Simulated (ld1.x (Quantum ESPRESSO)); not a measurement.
An all-electron radial function and its pseudo partner (Fe (Z = 26))

Columns: radius, all-electron u(r) and pseudo u(r) of the 4p shell (level -1.33 eV) of iron in the configuration [Ar] 3d6 4s2 4p0; PBE, scalar-relativistic, PAW scheme, ld1.x (Quantum ESPRESSO) 7.5.

| r (bohr) | all-electron | pseudo |
| --- | --- | --- |
| 0.163 | 0.0971 | 0.0046 |
| 0.325 | -0.0325 | 0.0180 |
| 0.488 | -0.1468 | 0.0396 |
| 0.650 | -0.1716 | 0.0683 |
| 0.813 | -0.1324 | 0.1028 |
| 0.975 | -0.0622 | 0.1413 |
| 1.138 | 0.0182 | 0.1824 |
| 1.300 | 0.0968 | 0.2241 |
| 1.463 | 0.1696 | 0.2653 |
| 1.625 | 0.2335 | 0.3041 |
| 1.788 | 0.2891 | 0.3401 |
| 1.950 | 0.3360 | 0.3721 |
| 2.113 | 0.3754 | 0.4000 |
| 2.275 | 0.4075 | 0.4235 |
| 2.438 | 0.4334 | 0.4430 |
| 2.600 | 0.4534 | 0.4585 |
| 2.763 | 0.4684 | 0.4705 |
| 2.925 | 0.4787 | 0.4793 |
| 3.088 | 0.4851 | 0.4851 |
| 3.250 | 0.4879 | 0.4879 |
| 3.413 | 0.4878 | 0.4878 |
| 3.575 | 0.4851 | 0.4851 |
| 3.738 | 0.4802 | 0.4802 |
| 3.900 | 0.4737 | 0.4737 |
| 4.063 | 0.4656 | 0.4656 |
| 4.225 | 0.4564 | 0.4564 |

Problem. How many radial nodes do the two functions have?

Solution. The all-electron 4p function has n − l − 1 = 2; the pseudo-wave has 0, since the states of the same l below it are removed with the core.

Problem. At about which radius was the pseudo-wave matched?

Solution. 3.25 bohr, where the columns begin to agree (steps of 0.16 bohr).

Problem. Where does each function peak?

Solution. Outermost all-electron maximum near 3.25 bohr, pseudo maximum near 3.25 bohr (to the table’s step).

Problem. Is the pseudo-wave norm-conserving?

Solution. No, it belongs to a PAW set: the norm inside the radius is not constrained, and the difference is carried by the augmentation charge.
